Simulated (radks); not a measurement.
Q: The table gives one normalised radial function P(r) = r R(r) of Ce33+ in [Ar] 3d7 (r in bohr). Method: non-relativistic Kohn-Sham, LDA (Slater exchange, Perdew-Wang correlation), spin-unpolarised, spherical densities, point nucleus; relativity is left out, which matters for an element this heavy; computed with a radial shooting solver on a logarithmic mesh with Libxc functionals.

| r | P |
|---|---|
| 0.00108 | 0.1371 |
| 0.001198 | 0.1511 |
| 0.00134 | 0.1676 |
| 0.001499 | 0.1857 |
| 0.001676 | 0.2055 |
| 0.001875 | 0.2271 |
| 0.002081 | 0.2489 |
| 0.002327 | 0.2743 |
| 0.002603 | 0.3018 |
| 0.002911 | 0.3313 |
| 0.003256 | 0.3628 |
| 0.003613 | 0.3939 |
| 0.004042 | 0.4290 |
| 0.004521 | 0.4658 |
| 0.005056 | 0.5037 |
| 0.00561 | 0.5395 |
| 0.006275 | 0.5781 |
| 0.007019 | 0.6160 |
| 0.007851 | 0.6519 |
| 0.008781 | 0.6846 |
| 0.009744 | 0.7106 |
| 0.0109 | 0.7320 |
| 0.01219 | 0.7446 |
| 0.01363 | 0.7456 |
| 0.01525 | 0.7324 |
| 0.01692 | 0.7047 |
| 0.01893 | 0.6555 |
| 0.02117 | 0.5835 |
| 0.02368 | 0.4863 |
| 0.02649 | 0.3622 |
| 0.02939 | 0.2226 |
| 0.03287 | 0.0471 |
| 0.03677 | -0.1510 |
| 0.04113 | -0.3655 |
| 0.046 | -0.5871 |
| 0.05104 | -0.7880 |
| 0.05709 | -0.9840 |
| 0.06386 | -1.1406 |
| 0.07142 | -1.2375 |
| 0.07989 | -1.2546 |
| 0.08864 | -1.1840 |
| 0.09915 | -1.0043 |
| 0.1109 | -0.7147 |
| 0.124 | -0.3246 |
| 0.1387 | 0.1428 |
| 0.154 | 0.6145 |
| 0.1722 | 1.1190 |
| 0.1926 | 1.5693 |
| 0.2154 | 1.9161 |
| 0.239 | 2.1117 |
| 0.2674 | 2.1673 |
| 0.2991 | 2.0652 |
| 0.3345 | 1.8312 |
| 0.3741 | 1.5096 |
| 0.4151 | 1.1788 |
| 0.4643 | 0.8354 |
| 0.5194 | 0.5425 |
| 0.5809 | 0.3203 |
| 0.6498 | 0.1704 |
| 0.721 | 0.0855 |
| 0.8064 | 0.0360 |
| 0.902 | 0.0132 |

Which n and l does it have? It may be an empty orbital.

A: n = 3, l = 0: the number of nodes gives n - l - 1 = 2, the rise at small r (about r^(l+1)) gives l, and the extent must fit the shell. The curve is that of 3s. 3s: eigenvalue -2509.3 eV, 2 radial nodes at r = 0.0338, 0.134 bohr, <r> = 0.282 bohr, 90 % of the charge inside 0.410 bohr.
